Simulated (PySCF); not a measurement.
## How methods differ on the ionisation energy of Br²⁺

Br²⁺ [Ar] 3d10 4s2 4p3 (4S) → Br³⁺ [Ar] 3d10 4s2 4p2 (3P), as a difference of total energies. All numbers are calculated (PySCF 2.14, the spin-free X2C one-electron Hamiltonian (Gaussian nucleus), in Sapporo-DKH3-DZP-2012). Correlated levels: valence: [Ar] 3d10 frozen. The calculations carry no spin-orbit coupling.

```csv
method,ionisation energy (eV),difference from reference (eV)
UHF,34.771,-0.100
r2SCAN,35.580,+0.709
BP86,35.328,+0.457
MP2 (valence),35.159,+0.288
SCS-MP2 (valence),35.031,+0.160
CCSD (valence),35.117,+0.246
CCSD(T) (valence),35.121,+0.250
```

Reference: 34.871 ± 0.019 eV (measured; NIST Atomic Spectra Database, ionization energies).

The reference lies between the lowest fine-structure levels, while these numbers refer to the centres of the terms.

Errors of the correlated levels include the incompleteness of this basis and the frozen core.
